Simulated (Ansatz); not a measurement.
B6Sb6, relaxed as a singlet with RKS r2SCAN-D4/def2-SVP in Ansatz, starting from the GFN1-xTB geometry. Force threshold 0.03 eV/Å.

In the def2 sets Sb takes a core potential; there is no spin–orbit coupling. The structure comes from a short search, and lower isomers may exist.

Start:

```xyz
12

B    -0.310    0.348   -0.064
B    -0.334   -0.621    1.417
B    -0.474   -0.643   -1.490
B     0.209    1.985    0.773
B     0.384   -1.251   -0.071
B     0.808    1.626   -0.602
Sb    1.592    0.491    1.885
Sb   -1.786    1.125    1.540
Sb   -1.559   -2.302    0.124
Sb   -2.574    0.037   -0.997
Sb    2.600   -1.101   -0.216
Sb    1.443    0.306   -2.300
```

| step | energy (eV) | largest force component (eV/Å) | SCF passes |
| --- | --- | --- | --- |
| 1 | -43294.0019 | 1.928 | 26 |
| 2 | -43294.6261 | 0.621 | 29 |
| 3 | -43294.7630 | 0.338 | 24 |
| 4 | -43294.9072 | 0.384 | 29 |
| 5 | -43295.1198 | 0.733 | 29 |
| 6 | -43295.3709 | 0.631 | 30 |
| 7 | -43295.5609 | 0.546 | 29 |
| 8 | -43295.6004 | 0.347 | 24 |
| 9 | -43295.6215 | 0.248 | 23 |
| 10 | -43295.6292 | 0.068 | 24 |
| 11 (rejected) | -43295.6225 | 0.212 | 23 |
| 12 | -43295.6305 | 0.021 | 23 |

Force components are those of the run's own axes.

End:

```xyz
12

B    -0.4412    0.3368   -0.0773
B    -0.0831   -0.0530    1.5634
B    -0.4121   -0.6684   -1.4011
B     0.1120    1.6878    0.7869
B     0.1025   -1.2759    0.2603
B     0.9202    1.5324   -0.5589
Sb    2.0154    0.7886    1.8581
Sb   -1.9243    1.2583    1.7186
Sb   -1.4436   -2.6052   -0.6756
Sb   -2.6770   -0.0234   -0.9675
Sb    2.3899   -1.3082   -0.1258
Sb    1.4414    0.3300   -2.3813
```

Bonds lost: B2–Sb9 (atoms count from 1). Bonds formed: B2–B4 (atoms count from 1).

No frequencies were taken in this run, so the end may be a saddle point.

Run time 2.2 min (4 threads of Arm Neoverse V2 on a shared host), peak host memory 0.61 GiB.
